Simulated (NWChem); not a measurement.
A series in which one site is exchanged, each optimised at PBE0/def2-SVP with NWChem, gas phase unless a solvent is named. All stand in one matching conformer (torsions within 35°), which need not be the lowest. Some are not confirmed as minima by frequencies. def2 effective core potentials on In; no spin-orbit coupling.

A: C[NH][GaH2] (CH$_{6}$GaN; site = Ga)
B: [NH]([AlH2])C (CH6AlN; site = Al)
C: BNC (CH₆BN; site = B)
D: [NH](C)[InH2] (CH6InN; site = In)

```
quantity                                                 A     B      C     D
-----------------------------------------------------  ---  ----  -----  ----
dipole (D), PBE0/def2-SVP                              [?]  1.38   2.24  0.57
vertical ionisation energy, ΔSCF, B3LYP/def2-SVP (eV)  [?]  9.03  10.20  8.24
static polarisability, B3LYP/def2-SVPD (bohr³)         [?]  53.2   39.2  64.6
lowest singlet excitation, B3LYP/def2-SVPD, TDA (eV)   [?]  5.41   6.92  4.48
```

**Question.** Complete the blanks.

**Answer.** 
- dipole (D), PBE0/def2-SVP, A: 1.16
- vertical ionisation energy, ΔSCF, B3LYP/def2-SVP (eV), A: 8.83
- static polarisability, B3LYP/def2-SVPD (bohr³), A: 55.0
- lowest singlet excitation, B3LYP/def2-SVPD, TDA (eV), A: 5.29
